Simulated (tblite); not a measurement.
Compound: C2H7BCl4Si2.
SMILES with atom numbers: `[SiH3:1][C@H:2]([SiH2:3][B:4]([Cl:5])[Cl:6])[CH:7]([Cl:8])[Cl:9]` (hydrogens: H10, H11, H12 on Si1; H13 on C2; H14, H15 on Si3; H16 on C7)

Computed with GFN2-xTB (tblite), gas phase: L-BFGS steps from a force-field or distance-geometry start until the largest atomic force falls under 0.01 eV/Å.

Step 43: E = -837.8360 eV
```
atom  x, y, z in Å  |  force x, y, z in eV/Å
Si1    -1.8168    1.0315   -0.9256    0.009   0.007  -0.018
C2     -0.7877   -0.0645    0.2759    0.003  -0.027  -0.009
Si3     0.8144    0.7273    1.0222    0.014  -0.056   0.012
B4      2.5275   -0.1110    0.4376   -0.006   0.059  -0.034
Cl5     3.5902    0.7048   -0.6554   -0.054  -0.018   0.009
Cl6     3.1300   -1.5572    1.1517    0.031   0.031  -0.022
C7     -0.5136   -1.4005   -0.3563    0.033  -0.034  -0.005
Cl8     0.0244   -2.6061    0.8598   -0.081   0.062  -0.053
Cl9     0.7610   -1.2696   -1.6011   -0.037  -0.014   0.014
H10    -3.2095    1.0039   -0.4720    0.001  -0.014   0.000
H11    -1.3242    2.4027   -0.9228    0.023   0.011   0.015
H12    -1.7547    0.4712   -2.2738    0.019  -0.007  -0.021
H13    -1.4453   -0.2749    1.1221   -0.010   0.029   0.031
H14     0.6530    0.6270    2.4810   -0.026   0.003   0.033
H15     0.7282    2.1594    0.6998    0.030  -0.013   0.011
H16    -1.3846   -1.8349   -0.8544    0.050  -0.020   0.039
```

Step 44: E = -837.8370 eV
```
atom  x, y, z in Å  |  force x, y, z in eV/Å
Si1    -1.8158    1.0318   -0.9266    0.009   0.008  -0.009
C2     -0.7854   -0.0637    0.2756   -0.013  -0.010   0.000
Si3     0.8141    0.7300    1.0264    0.026  -0.082  -0.019
B4      2.5266   -0.1095    0.4369   -0.033   0.038  -0.020
Cl5     3.5805    0.7002   -0.6653   -0.029   0.001  -0.006
Cl6     3.1311   -1.5583    1.1476    0.023   0.045  -0.021
C7     -0.5103   -1.4007   -0.3557   -0.008   0.007   0.002
Cl8     0.0190   -2.6044    0.8621   -0.062   0.032  -0.030
Cl9     0.7651   -1.2719   -1.5969   -0.008  -0.011  -0.006
H10    -3.2108    1.0009   -0.4757    0.027  -0.008  -0.006
H11    -1.3211    2.4036   -0.9202    0.008  -0.011   0.010
H12    -1.7516    0.4683   -2.2737    0.020   0.003  -0.018
H13    -1.4441   -0.2720    1.1220   -0.002   0.021   0.016
H14     0.6512    0.6242    2.4830   -0.027   0.005   0.058
H15     0.7247    2.1619    0.7062    0.033  -0.006   0.011
H16    -1.3808   -1.8314   -0.8570    0.036  -0.032   0.039
```

**Question.** Estimate the geometry and energy of step 45. (The exact step hangs on the optimiser's Hessian estimate; all steps are aligned on step 44, rigid shifts and turns removed.)

**Answer.** E = -837.8378 eV, largest force 0.074 eV/Å
```
atom  x, y, z in Å  |  force x, y, z in eV/Å
Si1    -1.8158    1.0323   -0.9277    0.012   0.004  -0.004
C2     -0.7839   -0.0623    0.2750   -0.022   0.009   0.006
Si3     0.8149    0.7302    1.0298    0.016  -0.069  -0.021
B4      2.5261   -0.1081    0.4359   -0.041   0.010  -0.010
Cl5     3.5733    0.6958   -0.6737   -0.010   0.023  -0.021
Cl6     3.1335   -1.5584    1.1442    0.015   0.051  -0.017
C7     -0.5077   -1.4000   -0.3551   -0.038   0.035   0.004
Cl8     0.0119   -2.6017    0.8644   -0.037   0.001  -0.002
Cl9     0.7700   -1.2732   -1.5925    0.013  -0.010  -0.019
H10    -3.2121    0.9974   -0.4782    0.044  -0.004  -0.009
H11    -1.3212    2.4047   -0.9196    0.000  -0.024   0.006
H12    -1.7507    0.4658   -2.2742    0.022   0.011  -0.012
H13    -1.4433   -0.2684    1.1219    0.003   0.012   0.003
H14     0.6493    0.6206    2.4860   -0.023   0.005   0.052
H15     0.7244    2.1633    0.7125    0.034  -0.016   0.013
H16    -1.3764   -1.8289   -0.8599    0.013  -0.038   0.031
```

The energy changes by -0.0008 eV. The first-order estimate −F·Δx gives -0.0011 eV and the mean of the old and new forces, exact on a quadratic surface, -0.0008 eV. The step makes an angle of 73° with the force vector and moves no atom by more than 0.012 Å.

What follows is the cost of the whole relaxation. Hardware: one thread, Intel Xeon at 2.50 GHz (x86_64), no GPU, shared host with 64 logical CPUs at a one-minute load of 63. Cost: 9.2 s wall.
